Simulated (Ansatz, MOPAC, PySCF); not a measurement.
Ligands exchanged one at a time, B H-F. Isolated molecules, 0 K electronic values unless said otherwise. Strings in code marks are SMILES.

Quantity: vertical ionisation energy (energy after one electron is removed minus that of the parent at the parent's geometry), in eV.

Level 1: frozen-core CCSD(T)/cc-pVQZ // B3LYP-D3(BJ)/def2-TZVP (Ansatz, a program for electronic structure)
Level 2: B3LYP/6-31G* // B3LYP-D3(BJ)/def2-TZVP (PySCF)
Level 3: minus the HOMO energy of AM1 // B3LYP-D3(BJ)/def2-TZVP (MOPAC)
Level 4: minus the HOMO energy of PM6 // B3LYP-D3(BJ)/def2-TZVP (MOPAC)

```csv
species,level 2,level 3,level 4
`BF`,12.35,11.14,11.41
`FBF`,13.81,12.56,12.74
`B`,13.15,11.86,11.71
```

Q: What does level 1 give for each, and how far do the other levels lie from it on average?

A: 
- `BF`: 12.80
- `FBF`: 14.49
- `B`: 13.31
Mean absolute difference from level 1, which has limits of its own, over these rows (drawn at random from the members that have all these levels): level 2 0.432 eV, level 3 1.68 eV, level 4 1.58 eV.
